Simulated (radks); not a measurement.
The numbers below are computed, except where a source is named.
As X, 24 electrons, occupied as [Ar] 3d6. Code: a radial shooting solver on a logarithmic mesh with Libxc functionals. Model: scalar-relativistic Kohn-Sham, r2SCAN, spin-polarised, spherical densities, finite nucleus; open shells are filled with parallel spins first; meta-GGA in the generalised Kohn-Sham scheme; Fermi nuclear charge, rms radius 4.0968 fm.

X-ray form factor f0, the Fourier transform of the density (f0(0) = 24):

sin(theta)/lambda (1/angstrom),f0 (electrons)
0.05,23.895
0.1,23.583
0.15,23.077
0.2,22.398
0.25,21.572
0.3,20.628
0.4,18.513
0.5,16.301
0.6,14.190
0.8,10.734
1,8.462
1.25,6.857
1.5,5.946
2,4.651
